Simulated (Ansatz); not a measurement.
Input file for Ansatz (a first-principles code): U-wB97M-V/def2-TZVPP on NH (SMILES [NH]), 2S+1 = 1, a spin state set in the input, which need not be the lowest.

Ansatz 0.2 input:
```yaml
crystal:
  periodic: [false, false, false]
  atoms:
    - {symbol: N, position_ang: [-0.00000000, -0.00000000, -0.13018578]}
    - {symbol: H, position_ang: [0.00000000, 0.00000000, 0.91130049]}
basis:
  gaussian:
    orbitals: def2-TZVPP
hamiltonian:
  xc: {name: wB97M-V}
magnetization: {spin_polarized: true, initial_magnetization: 0}
```

Task: Give the final energy of this run.

Result: -55.1930 hartree. Its determinant has ⟨S²⟩ = 1.00, a mixture of spin states.
